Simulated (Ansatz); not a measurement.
Isolated molecules relaxed with PBE0-D4/def2-TZVP in Ansatz; ΔE leaves out vibrations. CCSD(T)/CBS is the MP2 limit (def2-TZVPP, def2-QZVPP) plus CCSD(T) − MP2 in def2-TZVPP, frozen cores. This one scheme is used for every species, atoms too. DFT in def2-TZVPP. B3LYP here is the variant with VWN-RPA as its local correlation; programs differ in this. HSE06 is defined as in plane-wave codes. No spin–orbit coupling; open shells (•) take unrestricted orbitals. Spin–orbit coupling would lower the free atoms: a little for O, S, Si. One conformer a species, not always the lowest.

Consider the atomization: `O[SiH](S)S` → 4 H• + O• + 2 S• + Si•.

Task: What is ΔE at CCSD(T)/CBS? (An estimate is asked.)

Result: The calculation gave: +635.4 kcal/mol.

Task: What do these levels give: LDA (SPW92), BHLYP-D4, B2PLYP, revPBE, r2SCAN, B3LYP, HSE06, HF/def2-TZVPP, MP2/def2-TZVPP, CCSD(T)/def2-TZVPP, MP2/def2-QZVPP, MP2/CBS(def2)? (Estimate.)

Result: Computed: LDA (SPW92) 724.8, BHLYP-D4 609.4, B2PLYP 620.3, revPBE 609.4, r2SCAN 633.8, B3LYP 618.8, HSE06 623.3, HF/def2-TZVPP 443.9, MP2/def2-TZVPP 624.1, CCSD(T)/def2-TZVPP 612.8, MP2/def2-QZVPP 637.5, MP2/CBS(def2) 646.7 kcal/mol.

Largest T1 diagnostic among the species: 0.012.

The D4 term adds +8.4 kcal/mol with B3LYP and +4.4 kcal/mol with PBE0; it sums over pairs of atoms, weighted by their polarisabilities, and B3LYP, whose exchange is more repulsive, gets the larger term. From r2SCAN to r2SCAN0 (25 % exact exchange), in def2-TZVPP and without D4, ΔE moves by −12.0 kcal/mol: exact exchange takes away binding that semilocal exchange gives to molecules.

For atomizations the MP2-based limit and the directly extrapolated one differ by several kJ/mol either way, and by 10 to 25 for some Ge, Se and Sn compounds, so smaller differences from it don't rank the levels.
